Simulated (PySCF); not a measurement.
NS, SMILES S=[N], multiplicity 2.

The structure is a stationary point at B3LYP-D3(BJ)/def2-TZVPD.

Two levels are set side by side: PBE/def2-TZVPD (PySCF) and CAM-B3LYP/def2-TZVPD (PySCF). Same geometry, gas phase. Differences are taken from unrounded values.

| quantity | CAM-B3LYP | PBE | PBE minus CAM-B3LYP |
|---|---|---|---|
| α-spin orbital gap (eV) | 5.34 | 0.18 | -5.16 |
| β-spin orbital gap (eV) | 9.40 | 4.54 | -4.86 |
| dipole moment (D) | 1.87 | 1.75 | -0.12 |

Rough cost on one machine, each run with all the roots and properties that it gave: CAM-B3LYP against PBE within a factor of 2.
